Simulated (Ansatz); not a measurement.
Ansatz (a program for electronic structure) input (CCSD(T)/aug-cc-pV(D+d)Z):
A basis named .json is the Basis Set Exchange file of that set.

Ansatz 0.2 input:
```yaml
crystal:
  periodic: [false, false, false]
  atoms:
    - {symbol: Si, position_ang: [-0.03964607, 0.08191686, 0.20429605]}
    - {symbol: C, position_ang: [1.51526067, -0.98676075, -0.14678746]}
    - {symbol: C, position_ang: [-1.42594753, -0.78945211, -0.79667888]}
    - {symbol: O, position_ang: [-0.35414280, 0.33584947, 1.70470583]}
    - {symbol: O, position_ang: [0.25610944, 1.50488618, -0.70218520]}
    - {symbol: H, position_ang: [1.40940040, -1.98078704, 0.29945910]}
    - {symbol: H, position_ang: [2.39591826, -0.51552559, 0.30016025]}
    - {symbol: H, position_ang: [1.71284377, -1.12271885, -1.21787724]}
    - {symbol: H, position_ang: [-1.17146834, -0.92922705, -1.85519687]}
    - {symbol: H, position_ang: [-2.34493202, -0.19748938, -0.74738134]}
    - {symbol: H, position_ang: [-1.64464328, -1.77590892, -0.37536452]}
    - {symbol: H, position_ang: [0.44631419, 1.30621262, -1.62331103]}
basis:
  gaussian:
    orbitals: aug-cc-pV_D+d_Z.json
total_charge: -1
magnetization: {spin_polarized: false}
correlation: {method: ccsd_t, electrons: outside_noble_gas}
output: {forces: true}
```

Output:

```
Functional definition: HF
integrals: 0.83 GiB planned
1847 factors; integrals over basis functions are off by at most 1.1e-3 eV
mean field: 1.06 GiB planned
mean field evaluation 1: about -14107.4271 eV, gradient 4.6e1 eV
mean field evaluation 2: about -14107.5293 eV, gradient 4.6e1 eV
mean field evaluation 4: about -14112.2969 eV, gradient 5.8e0 eV
mean field evaluation 8: about -14112.3952 eV, gradient 4.1e-1 eV
mean field evaluation 16: about -14110.5346 eV, gradient 3.0e1 eV
mean field -14112.39583816 eV, -518.6209813268 hartree, gradient 5.0e-6 eV, S^2 0.000000; 0 other end points of the search recorded, 0 dependent functions left out
9 core orbitals not correlated
reference -14112.39583816 eV, -518.6209813268 hartree; 16, 16 occupied and 162, 162 virtual orbitals, 1847 factors
too little memory for Intel AMX tiles; the run may be slower
densities: 5.00 GiB planned
second order -22.69801198 eV of doubles, -0.00000000 eV of singles
coupled cluster: 2.58 GiB planned
cycle   1  -23.04940494 eV  change   -3.5e-1 eV  update   1.3e-1
cycle   2  -23.61020048 eV  change   -5.6e-1 eV  update   4.2e-2
cycle   3  -23.78894705 eV  change   -1.8e-1 eV  update   2.4e-2
cycle   4  -23.79599932 eV  change   -7.1e-3 eV  update   6.5e-3
cycle   5  -23.79020292 eV  change    5.8e-3 eV  update   3.7e-3
cycle   6  -23.78992532 eV  change    2.8e-4 eV  update   1.4e-3
cycle   7  -23.79028178 eV  change   -3.6e-4 eV  update   7.3e-4
cycle   8  -23.79016658 eV  change    1.2e-4 eV  update   3.4e-4
cycle   9  -23.79003354 eV  change    1.3e-4 eV  update   1.2e-4
cycle  10  -23.79008448 eV  change   -5.1e-5 eV  update   5.6e-5
cycle  11  -23.79007047 eV  change    1.4e-5 eV  update   2.4e-5
cycle  12  -23.79005031 eV  change    2.0e-5 eV  update   9.8e-6
perturbative correction -0.79607229 eV, -0.0292551170 hartree
the calculation of the forces begins
Total energy: -14136.98196075 eV, -519.5245046671 hartree
Atom 0 at    -0.039646     0.081917     0.204296 Å, force     0.120266    -0.678265    -0.750208 eV/Å
Atom 1 at     1.515261    -0.986761    -0.146787 Å, force    -0.326364     0.210576     0.029800 eV/Å
Atom 2 at    -1.425948    -0.789452    -0.796679 Å, force     0.307639     0.168044     0.169890 eV/Å
Atom 3 at    -0.354143     0.335849     1.704706 Å, force    -0.261965     0.219301     1.252154 eV/Å
Atom 4 at     0.256109     1.504886    -0.702185 Å, force     0.078508     0.654952    -0.156458 eV/Å
Atom 5 at     1.409400    -1.980787     0.299459 Å, force    -0.050308    -0.456888     0.209118 eV/Å
Atom 6 at     2.395918    -0.515526     0.300160 Å, force     0.405540     0.216613     0.206650 eV/Å
Atom 7 at     1.712844    -1.122719    -1.217877 Å, force     0.079716    -0.052762    -0.477603 eV/Å
Atom 8 at    -1.171468    -0.929227    -1.855197 Å, force     0.122013    -0.055600    -0.468258 eV/Å
Atom 9 at    -2.344932    -0.197489    -0.747381 Å, force    -0.423588     0.272235     0.023445 eV/Å
Atom 10 at    -1.644643    -1.775909    -0.375365 Å, force    -0.100718    -0.453506     0.197980 eV/Å
Atom 11 at     0.446314     1.306213    -1.623311 Å, force     0.049261    -0.044702    -0.236510 eV/Å
Dipole moment:     0.210204    -0.386135    -1.068548 e Å
```

It need not be the lowest isomer of its formula. Whether it binds its extra electron was not tested at this geometry.
